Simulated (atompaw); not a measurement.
# What one change does to a pseudopotential (rhenium, PAW (atompaw))

* Element: rhenium
* Generator: atompaw 4.2.0.5
* Type: PAW
* Functional: PBEsol
* Relativity: scalar-relativistic
* Frozen core: [Kr] 4d10 4f14 5s2
* Valence charge: 13
* Reference configuration: 5p6 5d6 6s1 6p0
* Partial waves: 6s (bound): rc 2.55 bohr; 6s channel at 2.9 Ry: rc 1.90 bohr; 5p (bound): rc 2.20 bohr; 6p (bound, empty): rc 2.55 bohr; 5d (bound): rc 2.55 bohr; 5d channel at 0.1 Ry: rc 2.55 bohr
* Local potential: vpsmatchnc scheme with l = 3 at 0 Ry, radius 2.50 bohr
* Core correction: smooth core density matched at 2.40 bohr
* Augmentation charge: sinc compensation charge, radius 2.05 bohr; PAW radius 2.55 bohr; waves and projectors: custom polynom gramschmidtortho

All-electron outer shells of the reference configuration (PBEsol, scalar-relativistic, ld1.x):

| shell | level (eV) | outermost node (bohr) | outermost maximum (bohr) |
| --- | --- | --- | --- |
| 5s | -83.13 | 0.52 | 0.93 |
| 5p | -45.02 | 0.56 | 1.06 |
| 4f | -40.13 | – | 0.41 |
| 6s | -5.33 | 1.25 | 2.61 |
| 5d | -4.03 | 0.62 | 1.45 |
| 6p | -1.02 | 1.50 | 3.79 |

Change: all radii scaled by about 0.75 (s 1.92, p 1.66, d 1.92 bohr); local potential vpsmatchnc scheme with l = 3 at 0 Ry, radius 1.88 bohr; augmentation sinc compensation charge, radius 1.54 bohr; PAW radius 1.92 bohr; waves and projectors: custom polynom gramschmidtortho; core correction smooth core density matched at 1.80 bohr.

Cutoffs: the cutoffs (Ry, on a coarse ladder) from which the occupation-weighted sum of valence levels, in a spherical-Bessel basis at the reference potential, stays within 10 and 1 mRy of its value at 400 Ry; they do not see the model core or the augmentation charge, which bear on the density cutoff.

Problem. What does the change do?

Solution. The potential gets harder (25 Ry and 35 Ry → 35 Ry and 50 Ry); the bound ghosts move from s to p, s. A smaller radius makes the pseudo-wave follow the all-electron one further in, where it bends more sharply, so more plane waves are needed.

```tsv
quantity	base	changed
cutoff, loose	25 Ry	35 Ry
cutoff, tight	35 Ry	50 Ry
loose cutoff by channel (10 mRy a level)	s 6 Ry, p 15 Ry, d 12 Ry	s 10 Ry, p 25 Ry, d 21 Ry
bound ghosts	s	s, p
lowest overlap eigenvalue by channel	s 0.08, p 0.65, d 0.91	s 0.10, p 0.73, d 0.96
```

 A true bound ghost makes a file unfit for plane-wave use even where its test errors are small: the radial tests pick states by their node count and pass the ghost by. The cutoffs see the waves, projectors and local potential, not the compensation charge or the core.
